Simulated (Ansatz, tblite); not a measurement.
Forces on Sn4Cl4 at its PBE0-D4/def2-SVP geometry. Total charge 0; singlet.

In the def2 sets Sn takes a core potential; there is no spin–orbit coupling. The xTB rows come from tblite. The restricted singlet is unstable towards broken spin symmetry in Hartree–Fock (as tested in another run); at PBE-D4/def2-TZVP this wasn't settled. Another isomer (singlet) lies 1.48 eV lower at PBE0-D4/def2-TZVP; other spin states weren't run for this one.

GFN1-xTB (tblite), largest force 0.90 eV/Å:

```xyz
8
positions Å, forces eV/Å
Sn    0.966    1.905   -0.968   -0.257   -0.475    0.555
Sn   -1.511    0.734   -0.089    0.817   -0.382    0.029
Sn    1.511   -0.730    0.049   -0.804    0.401   -0.049
Sn   -0.956   -1.883    0.947    0.239    0.444   -0.517
Cl   -1.842   -3.842   -0.093    0.076    0.182    0.147
Cl    1.837    3.818    0.168   -0.075   -0.174   -0.165
Cl   -3.638    1.770   -0.168    0.082   -0.041    0.004
Cl    3.634   -1.773    0.154   -0.079    0.044   -0.002
```

GFN2-xTB (tblite), largest force 0.90 eV/Å:

```
Sn 0.241 0.541 0.418
Sn -0.805 0.390 -0.038
Sn 0.800 -0.398 0.030
Sn -0.243 -0.552 -0.370
Cl 0.226 0.513 0.330
Cl -0.223 -0.500 -0.366
Cl 0.428 -0.209 0.015
Cl -0.424 0.214 -0.020
```

PBE-D4/def2-TZVP (Ansatz), largest force 0.22 eV/Å:

```
Sn 0.067 0.142 -0.021
Sn -0.198 0.105 -0.010
Sn 0.202 -0.097 0.004
Sn -0.073 -0.155 0.024
Cl -0.016 -0.024 0.026
Cl 0.017 0.029 -0.023
Cl -0.009 0.002 -0.002
Cl 0.010 -0.002 0.002
```
